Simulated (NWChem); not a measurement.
# Total energies of boron oxyfluoride (BFO)

```xyz
3

F      0.0000     0.0000    -1.1962
B      0.0000     0.0000     0.0865
O      0.0000     0.0000     1.2917
```
Charge 0, spin multiplicity 1.

The numbers come from NWChem runs, not from measurements. The geometry was optimised at PBE0/def2-SVP, a minimum by its harmonic frequencies.

Basis set: cc-pVQZ (165 functions).

| method | total energy (Ha) | relative cost |
|---|---|---|
| RHF | -199.17197 | 1 |
| MP2 | -199.79035 | under 3 |
| B2PLYP | -199.99746 | 3 |
| PBE | -199.89024 | under 3 |
| B3LYP | -200.10519 | under 3 |
| CAM-B3LYP | -200.04103 | 30 |

Total energies of different functionals aren't comparable as a measure of quality: only differences taken within one method are. Relative cost: rough, from shared machines, SCF included, RHF = 1.

The correlated methods keep 3 core orbitals frozen. B3LYP has NWChem's definition, with VWN1-RPA local correlation. GW and range-separated runs recompute their integrals, the others keep them in memory, which bears on the times.
